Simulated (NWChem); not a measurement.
Species: HfSClF; SMILES [S]=[Hf]([Cl])[F]

All runs: NWChem. Medium grid unless said otherwise, to which SCAN and Minnesota functionals are sensitive. All runs use the structure optimised with PBE0/def2-SVP. def2 effective core potentials on Hf; no spin-orbit coupling. B3LYP is NWChem's, with the RPA form of VWN correlation.

### Question
Among these, which level gives the highest value of “dipole (D)”?
(A) revPBE/def2-SVP
(B) LC-wPBE (HJS exchange hole, range parameter 0.4 per bohr)/def2-SVP
(C) HCTH/407/def2-SVP
(D) B3LYP/def2-SVP

### Answer
B, LC-wPBE (HJS exchange hole, range parameter 0.4 per bohr)/def2-SVP. Values: HCTH/407/def2-SVP 4.56; revPBE/def2-SVP 4.60; B3LYP/def2-SVP 4.74; LC-wPBE (HJS exchange hole, range parameter 0.4 per bohr)/def2-SVP 5.42
